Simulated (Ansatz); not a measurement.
`BSC` + `N=CCS` → `CSBS` + `CC=N`  (formal exchange of groups at a B–H bond)

Gas-phase electronic energies from Ansatz, PBE0-D4/def2-TZVP geometries. CBS: MP2 limit from def2 TZ/QZ plus the TZ coupled-cluster correction, frozen cores. Functionals use def2-TZVPP. One conformer a species, not always the lowest.

CCSD(T)/CBS gives -124.3 kJ/mol.

Problem. Another level gave -134.2 kJ/mol. Which?
A. RPA@PBE/def2-TZVPP
B. revPBE/def2-TZVPP
C. CAM-B3LYP/def2-TZVPP
D. B97M-V/def2-TZVPP

Solution. D. B97M-V -134.2, CAM-B3LYP -124.2, revPBE -128.4, RPA@PBE/def2-TZVPP -119.0 kJ/mol.

Largest T1 diagnostic among the species: 0.014.

Leaving LDA and LC-ωPBE aside and taking each functional with its dispersion term where it has one, the values, not all of them listed here, spread over 10.4 kJ/mol, from B97M-V to ωB97X-V. In def2-TZVPP, CCSD(T) changes the Hartree–Fock value by −3.2 kJ/mol (the triples alone add −0.6 kJ/mol) and MP2 by −6.6 kJ/mol. At CCSD(T), def2-SVP lies −7.8 kJ/mol from the extrapolated value and def2-TZVPP −0.3 kJ/mol.
